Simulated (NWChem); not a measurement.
System: CH₃FMgS; SMILES [F][Mg][S]C

The following NWChem deck was run.

```
start job
memory heap 200 mb stack 900 mb global 1100 mb
geometry units angstroms noautoz
  Mg     0.366450    -1.286671    -0.005876
  F      0.367239    -3.044538     0.028523
  S      0.394438     1.008595    -0.051042
  C     -1.379784     1.466527     0.015574
  H     -1.940501     1.091893    -0.852182
  H     -1.422346     2.564194    -0.003469
  H     -1.864375     1.125968     0.941287
end
basis spherical
  * library def2-svp
end
dft
  xc becke97-d
  disp vdw 2
  iterations 150
  mulliken
end
task dft energy
```

Coordinates come from a PBE0/def2-SVP optimisation.

Question: Predict the main results of this run. (B97-D/def2-SVP.) Quantities: energy (Ha); highest occupied level (eV); orbital gap (eV); dipole (D).

Answer: 
```yaml
energy (Ha): -737.74
highest occupied level (eV): -5.46
orbital gap (eV): 3.45
dipole (D): 1.74
```
